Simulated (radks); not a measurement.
The numbers below are computed, except where a source is named.
Species: the gallium ion Ga+. Configuration: [Ar] 3d10 4s2.

Code: a radial shooting solver on a logarithmic mesh with Libxc functionals. Model: scalar-relativistic Kohn-Sham, LB94 model potential, spin-polarised, spherical densities, finite nucleus; Fermi nuclear charge, rms radius 3.9973 fm.

Energy parts (eV):
part                   energy
kinetic             54053.761
electron-nucleus  -127605.686
Hartree             22718.246
(The LB94 potential has no energy functional, so no total or exchange-correlation energy is given.)

Orbitals (lengths in bohr, moments of r in powers of bohr):
orbital  occ.  eigenvalue (eV)      <r>
1s          2        -10324.18  0.04850
2s          2        -1295.389   0.2171
2p          6        -1132.771   0.1899
3s          2        -164.1339   0.6543
3p          6        -115.2930   0.6809
3d         10         -35.9811   0.7946
4s          2         -22.2397    2.121

The highest occupied level is 4s at -22.240 eV. The electron density at the nucleus is 2.856e+04 e/bohr^3 (large components only). Summed over all electrons, <r^2> = 23.15 bohr^2, which gives a Langevin (diamagnetic) susceptibility term of -18.3 x 10^-6 cm^3/mol.
